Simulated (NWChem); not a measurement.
System: C2H8Ge; SMILES [CH3][GeH2][CH3]

Here is an NWChem input.

```
start job
memory heap 200 mb stack 900 mb global 1100 mb
geometry units angstroms noautosym nocenter noautoz
  Ge     0.000000     0.000000    -0.372946
  C     -1.609513     0.000000     0.737566
  C      1.609513     0.000000     0.737566
  H      0.000000     1.249558    -1.283409
  H      0.000000    -1.249558    -1.283409
  H     -1.632833    -0.892167     1.380755
  H     -2.514494     0.000000     0.112852
  H     -1.632833     0.892167     1.380755
  H      2.514494     0.000000     0.112852
  H      1.632833    -0.892167     1.380755
  H      1.632833     0.892167     1.380755
end
basis spherical
  * library def2-svpd
end
dft
  xc pbe0
  iterations 150
end
property
  response 1 0.0
end
task dft property
```

Parts of the log:

```
             Northwest Computational Chemistry Package (NWChem) 7.3.0
             --------------------------------------------------------

                             Geometry "geometry" -> ""
                             -------------------------

 Output coordinates in angstroms (scale by  1.889725989 to convert to a.u.)

  No.       Tag          Charge          X              Y              Z
 ---- ---------------- ---------- -------------- -------------- --------------
    1 Ge                  32.0000     0.00000000     0.00000000    -0.37294600
    2 C                    6.0000    -1.60951300     0.00000000     0.73756600
    3 C                    6.0000     1.60951300     0.00000000     0.73756600
    4 H                    1.0000     0.00000000     1.24955800    -1.28340900
    5 H                    1.0000     0.00000000    -1.24955800    -1.28340900
    6 H                    1.0000    -1.63283300    -0.89216700     1.38075500
    7 H                    1.0000    -2.51449400     0.00000000     0.11285200
    8 H                    1.0000    -1.63283300     0.89216700     1.38075500
    9 H                    1.0000     2.51449400     0.00000000     0.11285200
   10 H                    1.0000     1.63283300    -0.89216700     1.38075500
   11 H                    1.0000     1.63283300     0.89216700     1.38075500

 Effective nuclear repulsion energy (a.u.)     203.5228349227

                              NWChem Property Module
                              ----------------------

                                 NWChem DFT Module
                                 -----------------

 Summary of "ao basis" -> "ao basis" (spherical)
 ------------------------------------------------------------------------------
       Tag                 Description            Shells   Functions and Types
 ---------------- ------------------------------  ------  ---------------------
 Ge                        def2-svpd                14       38   6s4p4d
 C                         def2-svpd                 8       20   4s2p2d
 H                         def2-svpd                 4        8   2s2p

            General Information
            -------------------
          SCF calculation type: DFT
          Wavefunction type:  closed shell.
          No. of atoms     :    11
          No. of electrons :    52
           Alpha electrons :    26
            Beta electrons :    26
          Charge           :     0
          Spin multiplicity:     1
          Use of symmetry is: off; symmetry adaption is: off
          Maximum number of iterations: 150
          AO basis - number of functions:   142
                     number of shells:    62
          Convergence on energy requested:  1.00D-06
          Convergence on density requested:  1.00D-05
          Convergence on gradient requested:  5.00D-04

              XC Information
              --------------
                         PBE0 Method XC Functional
                     Hartree-Fock (Exact) Exchange  0.250
          PerdewBurkeErnzerhof Exchange Functional  0.750
            Perdew 1991 LDA Correlation Functional  1.000 local
           PerdewBurkeErnz. Correlation Functional  1.000 non-local

             Grid Information
             ----------------
          Grid used for XC integration:  medium
          Radial quadrature: Mura-Knowles
          Angular quadrature: Lebedev.
          Tag              B.-S. Rad. Rad. Pts. Rad. Cut. Ang. Pts.
          ---              ---------- --------- --------- ---------
          Ge                  1.25      112          10.0       590
          C                   0.70       49          11.0       434
          H                   0.35       45          13.0       434
          Grid pruning is: on
          Number of quadrature shells:   570
          Spatial weights used:  Erf1

      Superposition of Atomic Density Guess
      -------------------------------------

 Sum of atomic energies:       -2154.28799169

      Non-variational initial energy
      ------------------------------

 Total energy =   -2155.981948
 1-e energy   =   -3404.014586
 2-e energy   =    1044.509803
 HOMO         =      -0.369986
 LUMO         =       0.051254

   convergence    iter        energy       DeltaE   RMS-Dens  Diis-err
 ---------------- ----- ----------------- --------- --------- ---------
 d= 0,ls=0.0,diis     1  -2157.3257185499 -2.36D+03  5.27D-03  2.26D-01
 d= 0,ls=0.0,diis     2  -2157.3464369118 -2.07D-02  1.69D-03  4.00D-02
 d= 0,ls=0.0,diis     3  -2157.3495076942 -3.07D-03  6.98D-04  1.56D-02
 d= 0,ls=0.0,diis     4  -2157.3516148939 -2.11D-03  9.43D-05  4.51D-04
 d= 0,ls=0.0,diis     5  -2157.3516530991 -3.82D-05  1.46D-05  5.64D-06
 d= 0,ls=0.0,diis     6  -2157.3516534813 -3.82D-07  5.64D-06  4.14D-07

         Total DFT energy =    -2157.351653481339
      One electron energy =    -3407.414169362558
           Coulomb energy =     1139.027255852052
    Exchange-Corr. energy =      -92.487574893559
 Nuclear repulsion energy =      203.522834922725

 Numeric. integr. density =       51.999956306113

                       DFT Final Molecular Orbital Analysis
                       ------------------------------------

[...]

 DFT Linear Response polarizability / au
 Frequency  =       0.0000000 / au
              X              Y              Z
 -----------------------------------------------
 X      64.6149694      0.0000000     -0.0000001
 Y       0.0000000     52.9920471      0.0000002
 Z      -0.0000001      0.0000002     57.8528436
 -----------------------------------------------
 Eigenvalues =      64.6149694     52.9920471     57.8528436
 Isotropic   =      58.4866200
 Anisotropic =      10.1105393
 -----------------------------------------------

 Magnetic Dipole Response Matrix (nonzero elements):

 Exiting AOResponse driver routine
```

Level: PBE0/def2-SVPD. The geometry was optimised at PBE0/def2-SVP.
